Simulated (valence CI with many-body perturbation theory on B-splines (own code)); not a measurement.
**E1 line list for Pb51+**

Method: relativistic CI+MBPT: three valence electrons over a frozen Dirac-Fock core [Ar] 3d10, a basis of 11 s, 11 p, 9 d, 7 f, 5 g, 2 h, 1 i functions for each j, with the one-electron correlation potential Σ1, the two-electron term Σ2, the three-electron term Σ3, Breit, model QED; selected CI, second order for the rest (own B-spline code, finite nucleus).

No measured spectrum was set against this ion. As an estimate, large intervals hold to a few tenths of a per cent, small ones and those within an open d or f shell to about a per cent.

Lines 201 to 250 of 263 in falling wavelength, among levels below 822.43 eV, chosen from the strongest by gf and those to the six lowest levels. Wavelengths and rates use the calculated energies. Electric multipoles are in the length gauge, E1 and E2 with the static RPA response of the core. Weak lines are less certain than strong ones. Lines between different terms over intervals too small for the method are left out, as are lines whose strength nearly cancels. The highest levels of a list are the least certain.

Levels are named by their leading jj configuration (3d3/2^4 stands for four electrons in 3d with j = 3/2), which in mixed levels can hold well under half, so a name can repeat and another be missing. Letters in brackets count levels of one name in rising energy.

| λ vac (nm) | Upper | Lower | A (s⁻¹) | S (a.u.) |
| --- | --- | --- | --- | --- |
| 3.366 | (4s 4p3/2 4d3/2) J=3/2 [b] | (4s 4p1/2 4p3/2) J=5/2 | 4.18e+09 | 3.15e-04 |
| 3.317 | (4s 4p3/2 4d5/2) J=5/2 [a] | (4s 4p1/2 4p3/2) J=3/2 [b] | 9.76e+09 | 1.05e-03 |
| 3.277 | (4s 4p3/2 4d3/2) J=5/2 [b] | (4s 4p1/2 4p3/2) J=5/2 | 3.11e+10 | 3.24e-03 |
| 3.277 | (4s 4p3/2 4d3/2) J=3/2 [b] | (4s 4p1/2 4p3/2) J=3/2 [a] | 9.49e+09 | 6.60e-04 |
| 3.258 | (4s 4p3/2 4d5/2) J=3/2 [a] | (4s 4p1/2 4p3/2) J=3/2 [b] | 1.08e+11 | 7.36e-03 |
| 3.204 | (4s 4p3/2 4d3/2) J=1/2 [b] | (4s 4p1/2 4p3/2) J=3/2 [a] | 1.68e+08 | 5.45e-06 |
| 3.199 | (4s 4p3/2 4d5/2) J=5/2 [a] | (4s 4p1/2 4p3/2) J=5/2 | 2.00e+10 | 1.94e-03 |
| 3.193 | (4s 4p3/2 4d3/2) J=5/2 [b] | (4s 4p1/2 4p3/2) J=3/2 [a] | 2.25e+09 | 2.17e-04 |
| 3.145 | (4s 4p3/2 4d5/2) J=3/2 [a] | (4s 4p1/2 4p3/2) J=5/2 | 2.76e+08 | 1.69e-05 |
| 3.142 | (4s 4p3/2 4d5/2) J=7/2 [a] | (4s 4p1/2 4p3/2) J=5/2 | 1.60e+11 | 1.96e-02 |
| 3.140 | (4s 4p3/2 4d5/2) J=1/2 | (4s 4p1/2 4p3/2) J=3/2 [b] | 5.40e+10 | 1.65e-03 |
| 3.132 | (4s 4p1/2 4d5/2) J=3/2 | (4s 4p1/2^2) J=1/2 | 1.89e+11 | 1.15e-02 |
| 3.119 | (4s 4p3/2 4d5/2) J=5/2 [a] | (4s 4p1/2 4p3/2) J=3/2 [a] | 3.48e+08 | 3.12e-05 |
| 3.105 | (4s 4p3/2 4d5/2) J=3/2 [b] | (4s 4p1/2 4p3/2) J=3/2 [b] | 1.02e+08 | 6.05e-06 |
| 3.074 | (4s 4p3/2 4d5/2) J=5/2 [b] | (4s 4p1/2 4p3/2) J=3/2 [b] | 7.68e+09 | 6.61e-04 |
| 3.067 | (4s 4p3/2 4d5/2) J=3/2 [a] | (4s 4p1/2 4p3/2) J=3/2 [a] | 1.68e+10 | 9.54e-04 |
| 3.065 | (4s 4p3/2 4d5/2) J=7/2 [b] | (4s 4p1/2 4p3/2) J=5/2 | 4.00e+08 | 4.55e-05 |
| 3.002 | (4s 4p3/2 4d5/2) J=3/2 [b] | (4s 4p1/2 4p3/2) J=5/2 | 9.59e+09 | 5.12e-04 |
| 2.973 | (4s 4p3/2 4d5/2) J=5/2 [b] | (4s 4p1/2 4p3/2) J=5/2 | 2.12e+10 | 1.65e-03 |
| 2.962 | (4s 4p3/2 4d5/2) J=1/2 | (4s 4p1/2 4p3/2) J=3/2 [a] | 3.68e+09 | 9.46e-05 |
| 2.947 | (4p1/2^2 4d3/2) J=3/2 | (4s^2 4p3/2) J=3/2 | 4.58e+07 | 2.31e-06 |
| 2.931 | (4s 4p3/2 4d5/2) J=3/2 [b] | (4s 4p1/2 4p3/2) J=3/2 [a] | 5.02e+09 | 2.50e-04 |
| 2.904 | (4s 4p3/2 4d5/2) J=5/2 [b] | (4s 4p1/2 4p3/2) J=3/2 [a] | 1.74e+10 | 1.26e-03 |
| 2.682 | (4p1/2 4p3/2^2) J=3/2 | (4s 4p1/2^2) J=1/2 | 6.49e+09 | 2.47e-04 |
| 2.675 | (4p1/2^2 4d5/2) J=5/2 | (4s^2 4p3/2) J=3/2 | 2.25e+07 | 1.28e-06 |
| 2.657 | (4p3/2^3) J=3/2 | (4s 4p1/2 4p3/2) J=3/2 [b] | 1.22e+08 | 4.50e-06 |
| 2.649 | (4s 4p3/2^2) J=1/2 | (4s^2 4p1/2) J=1/2 | 6.28e+09 | 1.15e-04 |
| 2.628 | (4p1/2 4p3/2^2) J=1/2 | (4s 4p1/2^2) J=1/2 | 5.24e+09 | 9.40e-05 |
| 2.628 | (4s 4p3/2^2) J=3/2 | (4s^2 4p1/2) J=1/2 | 6.37e+08 | 2.28e-05 |
| 2.581 | (4p3/2^3) J=3/2 | (4s 4p1/2 4p3/2) J=5/2 | 3.82e+09 | 1.30e-04 |
| 2.528 | (4p3/2^3) J=3/2 | (4s 4p1/2 4p3/2) J=3/2 [a] | 6.99e+07 | 2.23e-06 |
| 2.408 | (4s 4p3/2 4d3/2) J=3/2 [a] | (4s 4p1/2^2) J=1/2 | 2.78e+08 | 7.66e-06 |
| 2.408 | (4s 4p3/2 4d3/2) J=1/2 [a] | (4s 4p1/2^2) J=1/2 | 8.07e+07 | 1.11e-06 |
| 2.364 | (4s 4p1/2 4f5/2) J=5/2 [a] | (4s^2 4p3/2) J=3/2 | 3.19e+07 | 1.25e-06 |
| 2.329 | (4s 4p3/2 4d3/2) J=3/2 [b] | (4s 4p1/2^2) J=1/2 | 6.95e+07 | 1.73e-06 |
| 2.311 | (4s 4p1/2 4f5/2) J=5/2 [b] | (4s^2 4p3/2) J=3/2 | 3.09e+08 | 1.13e-05 |
| 2.307 | (4s 4p1/2 4f5/2) J=3/2 | (4s^2 4p3/2) J=3/2 | 6.29e+08 | 1.53e-05 |
| 2.292 | (4s 4p3/2 4d3/2) J=1/2 [b] | (4s 4p1/2^2) J=1/2 | 2.82e+07 | 3.35e-07 |
| 2.262 | (4s 4p1/2 4f7/2) J=5/2 | (4s^2 4p3/2) J=3/2 | 2.72e+08 | 9.33e-06 |
| 2.221 | (4s 4p3/2 4d5/2) J=3/2 [a] | (4s 4p1/2^2) J=1/2 | 6.97e+08 | 1.51e-05 |
| 2.165 | (4s 4p3/2 4d5/2) J=1/2 | (4s 4p1/2^2) J=1/2 | 3.50e+09 | 3.51e-05 |
| 2.149 | (4s 4p3/2 4d5/2) J=3/2 [b] | (4s 4p1/2^2) J=1/2 | 1.44e+09 | 2.81e-05 |
| 2.140 | (4p1/2 4p3/2 4d3/2) J=5/2 [a] | (4s^2 4p3/2) J=3/2 | 2.37e+07 | 6.87e-07 |
| 2.131 | (4p1/2 4p3/2 4d3/2) J=3/2 [a] | (4s^2 4p3/2) J=3/2 | 3.85e+07 | 7.36e-07 |
| 2.099 | (4p1/2^2 4d3/2) J=3/2 | (4s^2 4p1/2) J=1/2 | 5.40e+08 | 9.87e-06 |
| 2.064 | (4p1/2 4p3/2 4d3/2) J=3/2 [b] | (4s^2 4p3/2) J=3/2 | 5.97e+08 | 1.04e-05 |
| 2.055 | (4p1/2 4p3/2 4d3/2) J=1/2 [b] | (4s^2 4p3/2) J=3/2 | 6.92e+08 | 5.93e-06 |
| 2.055 | (4p1/2 4p3/2 4d3/2) J=5/2 [b] | (4s^2 4p3/2) J=3/2 | 9.12e+08 | 2.34e-05 |
| 1.987 | (4p1/2 4p3/2 4d5/2) J=3/2 [a] | (4s^2 4p3/2) J=3/2 | 1.28e+07 | 1.99e-07 |
| 1.982 | (4p1/2 4p3/2 4d5/2) J=5/2 [a] | (4s^2 4p3/2) J=3/2 | 1.32e+07 | 3.05e-07 |
